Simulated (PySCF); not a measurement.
Input for PySCF: R-HF/STO-3G on CdFI (SMILES [F][Cd][I]), a point of a bond scan (R = 1.953 Å).

```python
from pyscf import gto, scf, dft, mp
from pyscf.data.elements import chemcore

mol = gto.M(
    atom='''
    Cd   -0.00000000   -0.00000000   -1.08526849
    F     0.00000000    0.00000000   -3.03871967
    I     0.00000000    0.00000000    1.49889367
    ''',
    basis='sto-3g',
    charge=0, spin=0, verbose=3, max_memory=1800)
mf = scf.RHF(mol)
mf.conv_tol = 1e-8
mf.max_cycle = 100
mf.kernel()
if not mf.converged:
    mf = mf.newton().run(mf.mo_coeff, mf.mo_occ)
```

Question: Predict the final total energy.

Answer: -12360.4259 hartree.
